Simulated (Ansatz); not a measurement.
Isolated molecules relaxed with PBE0-D4/def2-TZVP in Ansatz; ΔE leaves out vibrations. CCSD(T)/CBS is the MP2 limit (def2-TZVPP, def2-QZVPP) plus CCSD(T) − MP2 in def2-TZVPP, frozen cores. One conformer a species, not always the lowest.

Reaction (isomerisation): `CBN(C)[SiH3]` → `CBN[SiH2]C`

```tsv
species	CCSD/def2-TZVPP energy (Eh)
`CBN(C)[SiH3]`	-450.61075
`CBN[SiH2]C`	-450.64212
```

Work out ΔE.

ΔE = (-450.64212) − (-450.61075) = -0.03137 Eh = -82.4 kJ/mol. CCSD(T)/CBS gives -84.4 kJ/mol.

Largest T1 diagnostic among the species: 0.012.

From BLYP to BHLYP (50 % exact exchange), in def2-TZVPP and without D4, ΔE moves by −3.0 kJ/mol. Leaving LDA and LC-ωPBE aside and taking each functional with its dispersion term where it has one, the values, not all of them listed here, spread over 9.8 kJ/mol, from B97M-V to BLYP-D4. LDA lies +5.3 kJ/mol from PBE without D4. At CCSD(T), def2-SVP lies +18.2 kJ/mol from the extrapolated value and def2-TZVPP +3.1 kJ/mol.
